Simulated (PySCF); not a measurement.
Al(H)(Br)(Me) (CH₄AlBr), SMILES [CH3][AlH][Br].

Coordinates come from a B3LYP-D3(BJ)/def2-SVP optimisation. The geometry has at least one imaginary mode, so it is a saddle point at that level.

Calculation: r2SCAN/def2-TZVPD in PySCF.

The molecule is in vacuum.

Problem. Estimate the frontier levels, gap, dipole moment and polarisability. (Estimate from the structure and the level; the computed values follow.)

Solution. 
```yaml
highest_occupied_level: -7.08 eV
lowest_empty_level: -1.74 eV
orbital_gap: 5.34 eV
dipole_moment: 1.88 D
quadrupole, principal values (traceless, Buckingham form, about the centre of nuclear charge): -4.23, 0.17, 4.06 D·Å
mean_static_polarisability: 63.3 bohr³ (9.37 Å³)
polarisability_principal_values: 52.0, 62.1, 75.6 bohr³
```
